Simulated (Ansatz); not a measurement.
W₄⁻, relaxed as a doublet with UKS PBE0-D4/def2-SVPD in Ansatz, starting from packed atoms. Force threshold 0.02 eV/Å.

In the def2 sets W takes a core potential; there is no spin–orbit coupling. The charge -1 doublet is spin-contaminated (final ⟨S²⟩ up to 2.80, 0.75 for a pure state). The highest occupied level of the charge -1 doublet lies above zero (up to 0.07 eV). It is a level of α spin, whose loss leaves a singlet; that state wasn't run at this geometry and level. The electron is either unbound and held by the finite basis, or the level is raised by self-interaction error. The relaxation made no stability test and no search for a lower SCF solution. At PBE0-D4/def2-SVPD a quartet of charge -1 lies 0.07 eV below the doublet, each at its own geometry. Another isomer (doublet) lies 0.10 eV lower at PBE-D4/def2-TZVPD.

Start:

```xyz
4

W     1.211    0.982    0.796
W     1.537   -2.549    0.373
W    -1.573    2.345   -0.617
W    -1.174   -0.778   -0.552
```

| step | energy (eV) | largest force component (eV/Å) | SCF passes |
| --- | --- | --- | --- |
| 1 | -7290.5757 | 1.602 | 108 |
| 2 | -7292.0756 | 1.772 | 51 |
| 3 | -7293.1402 | 2.032 | 60 |
| 4 | -7294.0550 | 2.267 | 63 |
| 5 | -7295.0254 | 2.404 | 65 |
| 6 | -7296.0820 | 2.412 | 63 |
| 7 | -7296.6901 | 0.590 | 74 |
| 8 (rejected) | -7296.0075 | 1.654 | 55 |
| 9 | -7296.7136 | 0.210 | 67 |
| 10 | -7296.7157 | 0.033 | 58 |
| 11 | -7296.7159 | 0.029 | 48 |
| 12 | -7296.7160 | 0.001 | 50 |

Force components are those of the run's own axes.

End:

```xyz
4

W     1.007    0.756    0.578
W     0.998   -1.568    0.313
W    -0.994    1.569   -0.320
W    -1.011   -0.757   -0.571
```

Bonds formed: W2–W3 (atoms count from 1).

No frequencies were taken in this run, so the end may be a saddle point.

Run time 82 s (4 threads of Arm Neoverse V1 on a shared host).
